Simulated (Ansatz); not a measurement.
Program: Ansatz. Geometries: PBE0-D4/def2-TZVP. ΔE: electronic, gas phase. CBS: MP2 limit from def2 TZ/QZ plus the TZ coupled-cluster correction, frozen cores.

`F[SiH]1C=N1` + `C=C=C(C)Cl` → `C[SiH]1C=N1` + `C=C=C(F)Cl`  (formal exchange of groups at the Si–F bond)

```tsv
species	CCSD(T)/CBS(def2) energy (Eh)
`F[SiH]1C=N1`	-482.82660
`C=C=C(C)Cl`	-614.93332
`C[SiH]1C=N1`	-422.84347
`C=C=C(F)Cl`	-674.83932
```

Work out ΔE.

ΔE = (-422.84347) + (-674.83932) − (-482.82660) − (-614.93332) = 0.07713 Eh = +202.5 kJ/mol.

Largest T1 diagnostic among the species: 0.014.

At CCSD(T), def2-SVP lies −22.2 kJ/mol from the extrapolated value and def2-TZVPP −5.6 kJ/mol. From r2SCAN to r2SCAN0 (25 % exact exchange), in def2-TZVPP and without D4, ΔE moves by +7.2 kJ/mol. In def2-TZVPP, CCSD(T) changes the Hartree–Fock value by −17.3 kJ/mol (the triples alone add −3.8 kJ/mol) and MP2 by −6.2 kJ/mol.
